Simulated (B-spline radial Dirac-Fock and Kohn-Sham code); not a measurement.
**Kohn-Sham estimates against Dirac-Fock for the levels of Pb⁵⁹⁺**

System: the Pb⁵⁹⁺ ion in the configuration 1s2 2s2 2p6 3s2 3p6 3d5.

The density-functional columns are spherical, spin-unpolarised Dirac-Kohn-Sham results without Breit or QED terms: −ε is minus the orbital energy of the initial state and ΔSCF the difference of two total energies. The reference in the last column comes from relaxed Dirac-Fock hole states (ΔSCF) with Breit and QED corrections and a finite nucleus. All numbers are from a radial finite-basis atomic code, in eV; a selection of levels is shown. For the 1s level of heavy atoms much of the gap between ΔSCF and the reference is the Breit and QED part, -495.1 eV here; for other levels the error of the functional can be larger.

```tsv
level	LDA −ε	LDA ΔSCF	Dirac-Fock
1s	91935.2	92627.7	92141.0
2s	19687.7	19852.7	19888.3
2p1/2	19107.5	19310.2	19251.1
2p3/2	16898.0	17072.4	17061.7
3s	7361.9	7431.1	7463.1
3p1/2	7122.5	7196.2	7193.5
3p3/2	6574.6	6642.5	6648.7
3d	6142.4	6220.0	6215.0
```

Values without a named source are computed, but for edge energies of neutral atoms, which are taken from tables.
